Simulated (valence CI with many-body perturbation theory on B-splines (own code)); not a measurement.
The numbers below are computed, except where a source is named.
# A CI+MBPT run for Rh XXXIII

Level of theory: configuration interaction combined with many-body perturbation theory (CI+MBPT): three valence electrons over a frozen Dirac-Fock core [Ne], radial functions for each j: 6 s, 6 p, 5 d, 3 f, 1 g, with the one-electron correlation potential Σ1 (screened to all orders), the two-electron term Σ2, the three-electron term Σ3, Breit, model QED; selected single and double excitations, second order for the rest (own B-spline code, finite nucleus).

Command, and the settings that its task file holds:

```sh
python run_cv.py task.json out
```

```
atom Rh  Z=45  mass_number=103  rms_radius_fm=4.4945
core [Ne]
valence 3s2 3p1
avg = 1
basis = S
breit = 1
cap = 10000
capref = 1200
cscale = 1
de = 0.0
dress = 0
eps = 2e-08
h = 0.27
hh = 1
l2 = 3
lcore = 6
maxit = 60
n2 = 5
natural = 1
nlev = 21
nno = [3, 3, 3, 2, 1]
nroot = 26
nsp = [3, 3, 2, 1, 0]
pt2 = 1
qed = 1
rpa = 1
s1 = 1
s2 = 3
s3 = 1
screen = 1
tol = 2e-05
```

It took 31 s on 1 thread of Intel(R) Xeon(R) Processor @ 2.50GHz (Skylake/Cascade Lake) (shared host).

Log. The first blocks belong to the next ion, which gives the ionisation energy. Fields: 2J, parity (1 odd), roots, reference size, generating configurations, candidates as configurations/state functions, variational space P, stored matrix elements, Davidson steps; e2 is the range of second-order energies in hartree. The first line gives the box (bohr), its intervals, the orbitals and the steps of their self-consistent field. Window is the range of levels sought, series limit the energy at which the first omitted orbital would enter, core excitation an estimate of the first excitation out of the core, left out the lowest levels not solved, and shifts from estimates the range by which levels moved from their first estimate, all in cm⁻¹.

```
rmax 2.6 intervals 57 orbitals 36 references ['3s2 3p', '3s 3p2', '3s2 3d', '3p3', '3s 3p 3d'] scf 3 t 2.0
2J=0 par=0 roots 2 ref 15 generators 4 cand 92/92 P 107/107 nnz 0 it 0
   second order: generators 7 cand 0/0 e2 -0.00000 -0.00000
reference levels 467, estimated 50, window 1953270 1/cm; series limit 10532622, core excitation 22623901
2J=1 par=1 roots 4 ref 37 generators 9 cand 277/410 P 937/1387 nnz 0 it 3
2J=1 par=1 roots 4 ref 37 generators 10 cand 213/324 P 1033/1537 nnz 0 it 4
   second order: generators 15 cand 541/816 e2 -0.00000 -0.00000
2J=3 par=1 roots 7 ref 60 generators 13 cand 262/580 P 1177/2420 nnz 0 it 3
2J=3 par=1 roots 7 ref 60 generators 14 cand 198/420 P 1261/2621 nnz 1.1e+06 it 3
   second order: generators 19 cand 765/1678 e2 -0.00000 -0.00000
2J=1 par=0 roots 4 ref 47 generators 10 cand 434/644 P 879/1282 nnz 0 it 0
2J=1 par=0 roots 4 ref 47 generators 10 cand 285/433 P 1012/1501 nnz 0 it 4
   second order: generators 14 cand 517/789 e2 -0.00000 -0.00000
2J=3 par=0 roots 5 ref 73 generators 11 cand 358/783 P 1061/2141 nnz 0 it 4
2J=3 par=0 roots 5 ref 73 generators 13 cand 315/683 P 1169/2388 nnz 0 it 5
   second order: generators 18 cand 857/1988 e2 -0.00000 -0.00000
2J=5 par=0 roots 4 ref 71 generators 12 cand 371/939 P 1064/2280 nnz 0 it 3
2J=5 par=0 roots 4 ref 71 generators 13 cand 567/1504 P 1163/2525 nnz 1.1e+06 it 4
   second order: generators 18 cand 903/2477 e2 -0.00001 -0.00000
2J=5 par=1 roots 5 ref 55 generators 9 cand 300/755 P 1151/2569 nnz 1.1e+06 it 4
2J=5 par=1 roots 5 ref 55 generators 11 cand 219/523 P 1233/2798 nnz 1.3e+06 it 4
   second order: generators 16 cand 838/2176 e2 -0.00000 -0.00000
2J=7 par=1 roots 2 ref 36 generators 3 cand 409/977 P 891/1934 nnz 0 it 3
2J=7 par=1 roots 2 ref 36 generators 7 cand 309/722 P 999/2188 nnz 0 it 3
   second order: generators 7 cand 201/468 e2 -0.00000 -0.00000
2J=9 par=1 roots 1 ref 14 generators 1 cand 290/661 P 406/834 nnz 0 it 0
2J=9 par=1 roots 1 ref 14 generators 2 cand 205/458 P 477/990 nnz 0 it 0
   second order: generators 5 cand 683/1542 e2 -0.00000 -0.00000
left out: unestimated 2838274, estimated 2111343, shifts from estimates -1 to 0
operators 1.9
```

The Davidson iterations converged. The settings are bad on purpose, so the numbers may not be properties of the ion.

No measured spectrum was set against this ion. As an estimate, large intervals hold to a few tenths of a per cent, small ones and those within an open d or f shell to about a per cent.

```yaml
Valence_energy: -224.5767 hartree
Ionisation_energy: "1921.3 eV (NIST: 1903 ± 9 eV (semi-empirical))"
Reference_configurations_for_the_orbitals: 3s2 3p, 3s 3p2, 3s2 3d, 3p3, 3s 3p 3d
Radial_orbitals: 36
Box_radius: 2.554 bohr
Largest_variational_space: 2798
Lowest_levels: (3s^2 3p1/2) J=1/2 0, (3s^2 3p3/2) J=3/2 283390, (3s 3p1/2^2) J=1/2 608540, (3s 3p1/2 3p3/2) J=3/2 [a] 801570, (3s 3p1/2 3p3/2) J=5/2 865160, (3s 3p1/2 3p3/2) J=3/2 [b] 963140, (3s 3p1/2 3p3/2) J=1/2 1027900, (3s 3p3/2^2) J=5/2 1118600, (3s^2 3d3/2) J=3/2 1251000, (3s 3p3/2^2) J=1/2 1316300, (3s^2 3d5/2) J=5/2 1342700, (3s 3p3/2^2) J=3/2 1355500, (3p1/2^2 3p3/2) J=3/2 1606100, (3s 3p1/2 3d3/2) J=3/2 [a] 1712900 cm⁻¹
```

Levels are named by their leading jj configuration (3d3/2^4 stands for four electrons in 3d with j = 3/2), which in mixed levels can hold well under half, so a name can repeat and another be missing. Letters in brackets count levels of one name in rising energy.
